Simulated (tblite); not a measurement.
(5,3) BN nanotube piece (B14H16N14) at step 0 of a GFN2-xTB optimisation (tblite, gas phase), coordinates in Å:

```
  1 B     2.850    0.278    0.251
  2 N     2.310    1.597    0.039
  3 B     1.958    1.989   -1.299
  4 N     0.695    2.652   -1.513
  5 B     1.671    2.214    1.187
  6 N     0.338    2.704    0.974
  7 B    -0.195    2.706   -0.372
  8 N    -1.522    2.218   -0.574
  9 B    -0.546    2.645    2.114
 10 N    -1.808    1.991    1.909
 11 B    -1.936    1.866   -1.922
 12 N    -2.633    0.630   -2.127
 13 B    -2.170    1.595    0.568
 14 N    -2.696    0.279    0.353
 15 B    -2.718   -0.251   -0.989
 16 N    -2.271   -1.602   -1.190
 17 B    -2.670   -0.610    1.495
 18 N    -2.056   -1.893    1.286
 19 B    -1.670   -2.261   -0.056
 20 N    -0.370   -2.836   -0.262
 21 B     0.161   -2.867   -1.608
 22 N     1.521   -2.466   -1.817
 23 B     0.523   -2.832    0.880
 24 N     1.812   -2.267    0.665
 25 B     2.202   -1.887   -0.678
 26 N     2.811   -0.613   -0.883
 27 B     2.416   -1.600    1.804
 28 N     2.862   -0.256    1.598
 29 H     2.672    1.782   -2.200
 30 H     0.438    3.060   -2.422
 31 H     2.215    2.313    2.216
 32 H    -0.260    3.113    3.149
 33 H    -2.446    1.805    2.704
 34 H    -1.699    2.578   -2.815
 35 H    -3.050    0.389   -3.050
 36 H    -2.370   -2.076   -2.118
 37 H    -3.126   -0.306    2.524
 38 H    -1.888   -2.532    2.083
 39 H    -0.499   -3.224   -2.508
 40 H     1.990   -2.581   -2.735
 41 H     0.200   -3.283    1.911
 42 H     3.227   -0.346   -1.801
 43 H     2.535   -2.137    2.835
 44 H     3.195    0.322    2.394
```

(1) What are the forces on the atoms (eV/Å)?

Results:

(1) 
```
  1 B    -0.82    0.47   -0.05
  2 N     0.43    0.24    0.28
  3 B    -1.21    0.92   -0.21
  4 N     1.56    0.46    0.15
  5 B    -0.42    0.49   -0.89
  6 N     0.65    0.02    0.13
  7 B    -0.10   -0.98   -0.07
  8 N    -0.73    0.20   -0.15
  9 B    -1.15   -0.27   -0.23
 10 N     0.26    1.18    0.60
 11 B    -0.76   -0.77    0.23
 12 N    -0.59    1.34   -0.56
 13 B     0.71   -0.64   -0.19
 14 N    -0.56   -0.08   -0.05
 15 B     1.13   -0.75   -0.11
 16 N    -1.58   -0.55   -0.24
 17 B     0.34   -1.23   -0.51
 18 N    -1.20    0.53    0.60
 19 B     0.77    0.21   -0.20
 20 N     0.06   -0.49   -0.11
 21 B     1.12    0.07    0.06
 22 N    -0.35   -1.24   -0.32
 23 B     0.31   -0.22   -0.73
 24 N     0.02    0.04    0.16
 25 B    -0.67    1.08   -0.32
 26 N     1.69   -0.57   -0.11
 27 B     0.45    0.75   -0.31
 28 N     0.61   -0.91    0.42
 29 H     0.05    0.07   -0.12
 30 H     0.17   -0.64    0.83
 31 H    -0.07   -0.03    0.11
 32 H     0.09   -0.17    0.08
 33 H     0.77    0.16   -0.92
 34 H    -0.07    0.04   -0.20
 35 H     0.77    0.18    1.08
 36 H     0.49    0.81    1.34
 37 H     0.03   -0.03    0.21
 38 H    -0.10    0.74   -0.94
 39 H     0.06   -0.04   -0.07
 40 H    -0.64    0.36    0.96
 41 H     0.05    0.09    0.07
 42 H    -0.90   -0.19    1.17
 43 H    -0.15    0.04    0.13
 44 H    -0.49   -0.66   -1.00
```
